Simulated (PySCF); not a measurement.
Electron correlation in Au (gold, neutral)

[Xe] 4f14 5d10 6s1, 2S determinant. All numbers are calculated (PySCF 2.14, a scalar-relativistic core potential, in def2-QZVPPD with the def2 core potential (60 electrons)). Frozen: nothing; 19 electrons correlated.

| level | correlation energy (mhartree) |
| --- | --- |
| CCSD | -621.78 |
| (T) | -23.29 |
| CCSD(T) | -645.07 |

Diagnostics: T1 = 0.013, D1 = 0.0627, largest double amplitude 0.019.

Task: Is a single reference adequate?

Result: Yes, within this model without spin-orbit coupling: T1 lies below 0.03 and no double amplitude reaches 0.07.

The basis has no tight functions for the innermost shells, so their pair energies are far from complete.

This basis was not built for core-valence correlation, so the inner-shell part is incomplete.
